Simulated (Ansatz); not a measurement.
This geometry of HIO2Si (5 atoms, charge 0, multiplicity 1) is a first-order saddle point.

Level of theory: Ansatz, RKS LDA/def2-SVP.

```xyz
5
Properties=species:S:1:pos:R:3
O -0.624 -1.609 0.980
Si -0.269 -0.405 0.099
O 1.204 0.238 -0.160
I -1.868 0.777 -1.255
H 1.557 0.998 0.337
```

(1) Which two structures does it join? (They come from a converged band through this point; their orientation in space is the band's.)

(2) How far does it lie above each of them?

Answers

(1) No bond is made or broken. The dihedral I4–Si2–O3–H5 goes from 0 to -180°.

Image 0:

```xyz
5
Properties=species:S:1:pos:R:3
O -0.661 -1.764 0.899
Si -0.244 -0.463 0.210
O 1.223 0.246 0.295
I -1.654 0.902 -1.201
H 1.336 1.079 -0.203
```

Image 10:

```xyz
5
Properties=species:S:1:pos:R:3
O -0.421 -1.578 0.867
Si -0.317 -0.276 0.062
O 0.987 0.702 -0.087
I -2.022 0.766 -1.249
H 1.773 0.387 0.407
```

(2) 0.161 eV above the first and 0.236 eV above the second. This is the barrier of this one path; another mechanism may lie lower.

Time of the run: 5 min on 1 thread of Intel(R) Xeon(R) Processor @ 2.50GHz (Skylake/Cascade Lake), with other jobs on the host, peak memory 0.14 GiB.
